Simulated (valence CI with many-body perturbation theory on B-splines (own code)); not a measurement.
The numbers below are computed, except where a source is named.
Energy levels of Os70+

Level of theory: configuration interaction combined with many-body perturbation theory (CI+MBPT): four valence electrons over a frozen Dirac-Fock core [He], a basis of 11 s, 11 p, 9 d, 7 f, 5 g, 2 h, 1 i functions for each j, with the one-electron correlation potential Σ1 (screened to all orders), the two-electron term Σ2, the three-electron term Σ3, Breit, model QED; selected single and double excitations, second order for the rest (own B-spline code, finite nucleus).

The last digits are not significant, and no measured levels were compared; by estimate large intervals hold to a few tenths of a per cent, small ones and those within an open d or f shell to about a per cent. Among the levels kept, up to 300 cm⁻¹ of a level comes from second order outside the variational space, and about a tenth of that is noise between levels of different J, which matters for small intervals.

Levels 1 to 45 of 114, with energies above the lowest level, (2s^2 2p1/2^2) J=0. "Leading %" is the weight of the configuration and term that name the level; weights of strongly mixed levels are sums over their largest components and can fall short. In the jj column 3d3/2^4 stands for four electrons in 3d with j = 3/2.

```tsv
No.	Configuration	Term	J	E (eV)	Leading %	Leading jj	g
1	2s²2p²	³P	0	0	68	2s^2 2p1/2^2 (100 %)	
2	2s²2p²	³P	1	1598	100	2s^2 2p1/2 2p3/2 (100 %)	1.466
3	2s²2p²	¹D	2	1616	65	2s^2 2p1/2 2p3/2 (100 %)	1.131
4	2s2p³	³P°	2	1914	49	2s 2p1/2^2 2p3/2 (100 %)	1.486
5	2s2p³	¹P°	1	2005	31	2s 2p1/2^2 2p3/2 (100 %)	1.112
6	2s²2p²	³P	2	3240	65	2s^2 2p3/2^2 (99 %)	1.289
7	2s²2p²	¹S	0	3306	67	2s^2 2p3/2^2 (99 %)	
8	2s2p³	⁵S°	2	3482	50	2s 2p1/2 2p3/2^2 (100 %)	1.545
9	2s2p³	³D°	3	3527	100	2s 2p1/2 2p3/2^2 (100 %)	1.291
10	2s2p³	³P°	0	3594	100	2s 2p1/2 2p3/2^2 (100 %)	
11	2s2p³	³S°	1	3617	53	2s 2p1/2 2p3/2^2 (100 %)	1.298
12	2s2p³	¹D°	2	3626	74	2s 2p1/2 2p3/2^2 (100 %)	1.042
13	2s2p³	³P°	1	3631	64	2s 2p1/2 2p3/2^2 (100 %)	1.288
14	2p⁴	³P	2	3960	67	2p1/2^2 2p3/2^2 (99 %)	1.302
15	2p⁴	¹S	0	4028	65	2p1/2^2 2p3/2^2 (99 %)	
16	2s2p³	³P°	2	5188	51	2s 2p3/2^3 (100 %)	1.434
17	2s2p³	¹P°	1	5277	36	2s 2p3/2^3 (100 %)	1.150
18	2p⁴	³P	1	5575	100	2p1/2 2p3/2^3 (100 %)	1.467
19	2p⁴	¹D	2	5594	68	2p1/2 2p3/2^3 (100 %)	1.119
20	2p⁴	³P	0	7247	65	2p3/2^4 (100 %)	
21	2s²2p3s	³P°	0	11086	100	2s^2 2p1/2 3s (100 %)	
22	2s²2p3s	³P°	1	11089	67	2s^2 2p1/2 3s (100 %)	1.298
23	2s²2p3p	³D	1	11178	74	2s^2 2p1/2 3p1/2 (100 %)	0.630
24	2s²2p3p	³P	0	11229	67	2s^2 2p1/2 3p1/2 (99 %)	
25	2s2p²3s	⁵P	1	11375	41	2s 2p1/2^2 3s (99 %)	1.995
26	2s2p²3s	³P	0	11415	68	2s 2p1/2^2 3s (99 %)	
27	2s2p²3p	³P°	1	11476	33	2s 2p1/2^2 3p1/2 (99 %)	1.332
28	2s2p²3p	³P°	0	11477	52	2s 2p1/2^2 3p1/2 (99 %)	
29	2s²2p3p	³D	2	11674	52	2s^2 2p1/2 3p3/2 (100 %)	1.142
30	2s²2p3p	³P	1	11675	49	2s^2 2p1/2 3p3/2 (99 %)	1.496
31	2s²2p3d	³F°	2	11742	75	2s^2 2p1/2 3d3/2 (100 %)	0.740
32	2s²2p3d	³D°	1	11769	50	2s^2 2p1/2 3d3/2 (100 %)	0.826
33	2s²2p3d	³P°	2	11879	47	2s^2 2p1/2 3d5/2 (98 %)	1.283
34	2s²2p3d	³F°	3	11884	46	2s^2 2p1/2 3d5/2 (100 %)	1.091
35	2s2p²3p	³P°	2	11967	36	2s 2p1/2^2 3p3/2 (98 %)	1.489
36	2s2p²3p	³D°	1	11972	30	2s 2p1/2^2 3p3/2 (100 %)	1.140
37	2s2p²3d	³D	1	12033	47	2s 2p1/2^2 3d3/2 (100 %)	0.472
38	2s2p²3d	³D	2	12039	30	2s 2p1/2^2 3d3/2 (99 %)	1.103
39	2s2p²3d	³D	3	12168	38	2s 2p1/2^2 3d5/2 (100 %)	1.324
40	2s2p²3d	³F	2	12186	26	2s 2p1/2^2 3d5/2 (99 %)	1.034
41	2s²2p3s	³P°	2	12734	98	2s^2 2p3/2 3s (98 %)	1.466
42	2s²2p3s	¹P°	1	12743	66	2s^2 2p3/2 3s (99 %)	1.122
43	2s²2p3p	³P	1	12846	50	2s^2 2p3/2 3p1/2 (97 %)	1.449
44	2s²2p3p	³D	2	12848	47	2s^2 2p3/2 3p1/2 (98 %)	1.141
45	2s2p²3s	⁵P	2	12940	84	2s 2p1/2 2p3/2 3s (99 %)	1.718
```

The ionisation energy to 2s²2p ²P°1/2 of the next ion comes out as 19604 eV (NIST: 19600 ± 60 eV (theoretical)). All 114 levels together are meant to be complete up to 13839 eV.
